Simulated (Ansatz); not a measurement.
Basis-set extrapolation for CH$_{7}$NOSi$_{2}$, SMILES `N[SiH2][SiH2]C=O` (PBE0-D4/def2-TZVP geometry, frozen core, Ansatz 0.2.0). Multiplicity 1, RHF reference.

```tsv
	def2-TZVPP	def2-QZVPP
HF	-749.214730	-749.240952
MP2 correlation	-0.845976	-0.908804
CCSD(T) correlation	-0.933102	not run
```

Energies in hartree. Use E(X) = E(∞) + A·exp(−7.88·√X) for Hartree–Fock and E(X) = E(∞) + B·X^(−2.97) for correlation, with X = 3 and 4, and add CCSD(T) minus MP2 of the smaller set to the MP2 limit.

**Question.** What is the CCSD(T) energy at the basis-set limit?

**Answer.** HF limit: -749.240952 + (-0.026222) × 0.13774 = -749.24456. MP2 limit: -0.908804 + (-0.062828) × 0.74074 = -0.95534. Higher-order term: -0.933102 − (-0.845976) = -0.08713. Total: -750.28703 hartree, 3.79 eV below CCSD(T)/def2-TZVPP.
